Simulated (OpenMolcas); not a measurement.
## Cl II: effect of correlating more closed shells

```
Program             : OpenMolcas
Basis               : ANO-RCC-VTZP [5s4p2d1f]
Scalar Hamiltonian  : DKH2, point nucleus
Active space        : 4 electrons in 3 orbitals (3p)
State averaging     : 2S+1 = 3 even, 3 roots; 2S+1 = 1 even, 6 roots
Spin-orbit coupling : RASSI with atomic mean-field integrals over the reference wave functions, term energies averaged over their components
```

Methods on the same reference wave functions:
A. CASSCF
B. SS-CASPT2, IPEA 0.25 Eh, imaginary shift 0.1 Eh (closed shells correlated: 3s)
C. SS-CASPT2, IPEA 0.25 Eh, imaginary shift 0.1 Eh (closed shells correlated: 2s 2p 3s)

Energies in eV above 3s2 3p4 3P2, the measured ground level; measured values from NIST Handbook of Basic Atomic Spectroscopic Data.

```csv
Level,A,B,C,Measured
3s2 3p4 3P2,0.0000,0.0000,0.0000,0.0000
3s2 3p4 3P1,0.0803,0.0806,0.0806,0.0863
3s2 3p4 3P0,0.1167,0.1164,0.1164,0.1235
3s2 3p4 1D2,1.7885,1.514,1.506,1.4449
3s2 3p4 1S0,4.3942,3.692,3.676,3.4564
```

Deviations, from unrounded energies. A percentage is the sum of absolute deviations over the sum of measured energies, with the sign that they share, or ± where signs differ.

| Against measurement | Levels | A | B | C |
| --- | --- | --- | --- | --- |
| mean absolute deviation (cm-1) | 4 | 2600 | 640 | 590 |
| fine structure of the ground term (%) | 2 | -6.1 | -6.1 | -6.1 |
| other terms of the ground configuration (%) | 2 | +26.1 | +6.2 | +5.7 |

C lies closest to measurement on these levels and A furthest from it. The largest miss of C in the table is 3s2 3p4 1S0, by +1800 cm-1. The ranking rests on the paired levels alone, and a cruder setting can come out closer through cancelling errors.

Between B and C the level of the table that moves most is 3s2 3p4 1S0, by 130 cm-1 (lowest in C, highest in B). Moves below CASPT2's spread within the term are not significant.

The mean deviations of B to C differ by less than CASPT2's widest spread within a term (140 cm-1), so their order carries little weight.

From A to B the spin-free energies of the other terms of 3s2 3p4 shown, above 3P, scale by a factor of 0.84.

The lowest spin-free term lies below A's lowest term by 0.134 hartree in B, 0.154 hartree in C.

What an inner shell adds also hangs on whether the basis holds functions to correlate it.

CASPT2 breaks the degeneracy within a term, and the mean is taken; among the terms shown or strongly mixed into the levels shown the widest spread is 140 cm-1 (3s2 3p4 1D, C). With the s shell closed, the reference lacks s² → p² mixing. Without dynamic correlation excited terms often stand tens of per cent too high (terms of higher spin than the ground term too low), and those without a measured partner can miss by more than the paired ones (holds for A). Computed and measured levels are paired by configuration, term and J; levels that our copy of the source lacks, or whose pairing is in doubt (as where it misses far off the trend of its configuration), stay unpaired and out of the deviations. Only configurations of the active space appear.
